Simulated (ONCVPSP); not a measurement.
Transferability test, ONCV potential for Mo (Z = 42)

- Element: molybdenum (Mo)
- Generator: ONCVPSP 4.0.1
- Type: optimised norm-conserving Vanderbilt (ONCV)
- Functional: PBE
- Relativity: scalar-relativistic
- Frozen core: [Kr]
- Valence charge: 6
- Reference configuration: 4d6
- Partial waves: s scattering state at 0.14 Ha: rc 2.30 bohr, ncon 4, nbas 7, qcut 2.4 1/bohr, 2 projectors, debl 3.2 Ha; p scattering state at 0.22 Ha: rc 2.50 bohr, ncon 3, nbas 6, qcut 3 1/bohr, 2 projectors, debl 3.8 Ha; 4d: rc 2.30 bohr, ncon 4, nbas 9, qcut 8.3 1/bohr, 1 projector
- Local potential: polynomial inside 1.85 bohr (lpopt 5, dvloc0 -1 Ha)
- Core correction: Teter function, fcfact 4, rcfact 1.35

In the s channel the program set the typed energies aside and used 0.050, 3.250 Ha.

Energies are relative to the spin-unpolarised reference configuration 4d6; without spin polarisation the order of configurations can differ from experiment.

Problem. Give the all-electron excitation energy and the error of the potential for: 4d5 5s1; 4d5; 4d4; 4d5.5 5s0.5.

Solution.

| valence configuration | charge | ΔE all-electron (eV) | error AE − PS (meV) |
| --- | --- | --- | --- |
| 4d5 5s1 | 0 | -0.763 | -26 |
| 4d5 | +1 | 6.128 | -13 |
| 4d4 | +2 | 21.589 | -149 |
| 4d5.5 5s0.5 | 0 | -0.483 | -2.0 |

Note: no bound ghost flagged; GHOST(+) flagged for s at 22.9 eV, p at 89.9 eV.
